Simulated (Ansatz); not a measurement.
A nudged elastic band was laid between two geometries of C$_{2}$H$_{9}$AlBNSi (15 atoms, charge 0, multiplicity 1).

Theory: RKS PBE-D4/STO-3G (Ansatz 0.2.0).

| Item | Value |
| --- | --- |
| movable images | 7 |
| climbing image | yes |
| spring | 5.0 eV/Å² |
| optimiser | quadratic models (default) |
| start path | IDPP |
| force threshold | 0.05 eV/Å |
| iteration limit | 60 |
| end points | relaxed |

Image 0:

```xyz
15
Properties=species:S:1:pos:R:3
C 0.913 -1.934 0.203
C 0.266 -0.778 0.505
Al 0.208 -0.269 2.352
B -0.323 0.115 -0.637
N -1.114 -0.493 -1.618
Si -0.034 2.066 -0.731
H 1.071 -2.296 -0.833
H 1.362 -2.597 0.970
H 0.630 -1.291 3.385
H -0.247 1.117 2.754
H -1.313 -1.524 -1.636
H -1.559 -0.002 -2.431
H 1.312 2.451 -0.327
H -0.948 2.790 0.145
H -0.245 2.594 -2.073
```

Image 8:

```xyz
15
Properties=species:S:1:pos:R:3
C 0.924 -1.927 0.217
C 0.263 -0.775 0.508
Al 0.172 -0.270 2.356
B -0.314 0.114 -0.642
N -1.087 -0.500 -1.634
Si -0.036 2.067 -0.733
H 1.364 -2.588 0.991
H 1.102 -2.286 -0.817
H 0.563 -1.300 3.394
H -0.276 1.120 2.752
H -1.279 -1.532 -1.654
H -1.523 -0.010 -2.452
H 1.316 2.455 -0.353
H -0.936 2.783 0.164
H -0.274 2.599 -2.069
```

(1) Which bonds break or form, and what moves?

(2) Give the energies along the band, and the barrier.

## Answers

(1) No bond is made or broken. The dihedral H7–C1–C2–Al3 goes from -176 to 3°. The two ends are copies of one structure, up to a mirror image or an exchange of like atoms.

(2) It did not converge within its limit. The highest image is number 4 of 0 to 8, 49.2 kcal/mol above the ends, which have the same energy within 2 meV. The band didn't meet its force threshold, so its energies are provisional: the largest band force was still 0.27 eV/Å, and over the last iterations the top moved between 2.13 and 2.16 eV. Neighbouring images lie up to 1.7 Å apart, so the band is torn or far too coarse. Limits of this set-up: minimal basis.

```json
{"image": "0", "path coordinate (Å)": "0.00", "energy (kcal/mol)": "0.0", "dihedral H7–C1–C2–Al3 (°)": "-176"}
{"image": "1", "path coordinate (Å)": "1.48", "energy (kcal/mol)": "0.5", "dihedral H7–C1–C2–Al3 (°)": "-173"}
{"image": "2", "path coordinate (Å)": "2.97", "energy (kcal/mol)": "1.4", "dihedral H7–C1–C2–Al3 (°)": "-176"}
{"image": "3", "path coordinate (Å)": "4.45", "energy (kcal/mol)": "9.6", "dihedral H7–C1–C2–Al3 (°)": "149"}
{"image": "4", "path coordinate (Å)": "5.94", "energy (kcal/mol)": "49.2", "dihedral H7–C1–C2–Al3 (°)": "95"}
{"image": "5", "path coordinate (Å)": "7.59", "energy (kcal/mol)": "21.5", "dihedral H7–C1–C2–Al3 (°)": "37"}
{"image": "6", "path coordinate (Å)": "9.23", "energy (kcal/mol)": "1.0", "dihedral H7–C1–C2–Al3 (°)": "4"}
{"image": "7", "path coordinate (Å)": "10.89", "energy (kcal/mol)": "0.6", "dihedral H7–C1–C2–Al3 (°)": "5"}
{"image": "8", "path coordinate (Å)": "12.54", "energy (kcal/mol)": "0.0", "dihedral H7–C1–C2–Al3 (°)": "3"}
```

Run time: 10 min on 1 thread of AMD EPYC 9R45 96-Core Processor (Zen 5), with other jobs on the host, peak memory 0.13 GiB.
